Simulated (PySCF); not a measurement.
PySCF 2.14 output of an unrestricted TPSS calculation on a single atom or ion in aug-cc-pwCVDZ (6s5p3d, 36 functions), with no relativity, point nucleus:

```
SCF conv_tol = 1e-09
number electrons alpha = 7  beta = 5
    J. Tao, J. P. Perdew, V. N. Staroverov, and G. E. Scuseria.,  Phys. Rev. Lett. 91, 146401 (2003)
    J. P. Perdew, J. Tao, V. N. Staroverov, and G. E. Scuseria.,  J. Chem. Phys. 120, 6898 (2004)
    J. Tao, J. P. Perdew, V. N. Staroverov, and G. E. Scuseria.,  Phys. Rev. Lett. 91, 146401 (2003)
    J. P. Perdew, J. Tao, V. N. Staroverov, and G. E. Scuseria.,  J. Chem. Phys. 120, 6898 (2004)
cycle= 1 E= -287.187160350042  delta_E= -0.00389  |g|= 0.00974  |ddm|= 0.164
cycle= 2 E= -287.18717344827  delta_E= -1.31e-05  |g|= 0.00344  |ddm|= 0.00761
cycle= 3 E= -287.187174554432  delta_E= -1.11e-06  |g|= 0.00033  |ddm|= 0.0014
cycle= 4 E= -287.18717456908  delta_E= -1.46e-08  |g|= 3.93e-06  |ddm|= 0.000196
cycle= 5 E= -287.187174569089  delta_E= -9.66e-12  |g|= 3.06e-07  |ddm|= 2.53e-05
converged SCF energy = -287.187174569089  <S^2> = 2.000003  2S+1 = 3.000002
```

The run itself started from symmetry-adapted Hartree-Fock orbitals and held the occupation by maximum overlap, on a logarithmic radial grid, so the iterations belong to that start.

Problem. Which element, charge and spin multiplicity is this?

Solution. Si²⁺ (silicon, charge +2), multiplicity 3; the state was [Ne] 3d2, high-spin 3F determinant (an excited configuration).

The outer electron is Rydberg-like, and this basis confines it to a smaller radius and binds it less than a complete one would.
